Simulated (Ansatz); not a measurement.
`FC[SiH](F)[AlH2]` + GeH₄ → `F[SiH]([AlH2])[GeH3]` + `CF` at 500 K and 1 bar (formal exchange of groups at the Si–C bond).

Isolated molecules relaxed with PBE0-D4/def2-TZVP in Ansatz; ΔE leaves out vibrations. CCSD(T)/CBS is the MP2 limit (def2-TZVPP, def2-QZVPP) plus CCSD(T) − MP2 in def2-TZVPP, frozen cores. This one scheme is used for every species. For Ge outer-core shells are correlated without core-valence functions, which leaves a few kJ/mol of doubt a bond. Scalar relativity is left out up to krypton. One conformer a species, not always the lowest.

```csv
species,CCSD(T)/CBS energy (Eh),H − E (kJ/mol),S (J/(mol·K))
`FC[SiH](F)[AlH2]`,-771.76241,195.6,447.2
GeH₄,-2078.49493,99.4,244.6
`F[SiH]([AlH2])[GeH3]`,-2710.63746,181.7,466.4
`CF`,-139.63461,122.2,244.8
```

H − E and S are ideal-gas, rigid-rotor, harmonic terms from PBE0-D4/def2-TZVP, for one conformer and one mirror image of each species. 1 Eh = 2625.50 kJ/mol, R = 8.31446 J/(mol·K).

By hand: ΔE, ΔH, ΔS and ΔG.

ΔE = (-2710.63746) + (-139.63461) − (-771.76241) − (-2078.49493) = -0.01473 Eh = -38.7 kJ/mol. Δ(H − E) = 181.7 + 122.2 − 195.6 − 99.4 = 8.9, so ΔH = -29.8 kJ/mol. ΔS = 466.4 + 244.8 − 447.2 − 244.6 = 19.4 J/(mol·K). ΔG = -29.8 − 500 × (19.4)/1000 = -39.5 kJ/mol.

By hand: the equilibrium constant, and the temperature at which ΔG would vanish if ΔH and ΔS stayed fixed.

log₁₀ K = −ΔG/(RT ln 10) = 4.1. ΔH and −TΔS have one sign here, so there is no such temperature.

ΔH outweighs TΔS. A doubt of 5 kJ/mol in ΔE shifts log₁₀ K by 0.5 here. Other conformers and mirror images would add mixing entropy, several J/(mol·K) or more a flexible species. These are equilibria of isolated gas molecules and say nothing of rates. Largest T1 diagnostic: 0.012 (customary marks: 0.02 for closed shells, 0.045 for open ones).
